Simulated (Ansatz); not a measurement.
`C[Se][BH][GeH3]` + H₂O → `O[BH][GeH3]` + `C[SeH]` at 500 K and 1 bar (formal hydrolysis of a B–Se bond).

Gas-phase electronic energies from Ansatz, PBE0-D4/def2-TZVP geometries. CCSD(T)/CBS is the MP2 limit (def2-TZVPP, def2-QZVPP) plus CCSD(T) − MP2 in def2-TZVPP, frozen cores. This one scheme is used for every species. For Ge, Se outer-core shells are correlated without core-valence functions, which leaves a few kJ/mol of doubt a bond. Scalar relativity is left out up to krypton. One conformer a species, not always the lowest.

```tsv
species	CCSD(T)/CBS energy (Eh)	H − E (kJ/mol)	S (J/(mol·K))
`C[Se][BH][GeH3]`	-4543.88078	243.4	443.6
H₂O	-76.37941	73.2	206.3
`O[BH][GeH3]`	-2179.11235	168.7	358.9
`C[SeH]`	-2441.15625	142.1	299.3
```

H − E and S are ideal-gas, rigid-rotor, harmonic terms from PBE0-D4/def2-TZVP, for one conformer and one mirror image of each species. 1 Eh = 2625.50 kJ/mol, R = 8.31446 J/(mol·K).

By hand: ΔE, ΔH, ΔS and ΔG.

ΔE = (-2179.11235) + (-2441.15625) − (-4543.88078) − (-76.37941) = -0.00841 Eh = -22.1 kJ/mol. Δ(H − E) = 168.7 + 142.1 − 243.4 − 73.2 = -5.8, so ΔH = -27.9 kJ/mol. ΔS = 358.9 + 299.3 − 443.6 − 206.3 = 8.3 J/(mol·K). ΔG = -27.9 − 500 × (8.3)/1000 = -32.0 kJ/mol.

By hand: the equilibrium constant, and the temperature at which ΔG would vanish if ΔH and ΔS stayed fixed.

log₁₀ K = −ΔG/(RT ln 10) = 3.3. ΔH and −TΔS have one sign here, so there is no such temperature.

The number of gas molecules stays the same, so ΔS is small and ΔH decides. A doubt of 5 kJ/mol in ΔE shifts log₁₀ K by 0.5 here. Other conformers and mirror images would add mixing entropy, several J/(mol·K) or more a flexible species. These are equilibria of isolated gas molecules and say nothing of rates. Largest T1 diagnostic: 0.013 (customary marks: 0.02 for closed shells, 0.045 for open ones).

ΔS is within the doubt of such terms, so its sign, and with it that verdict, could turn.
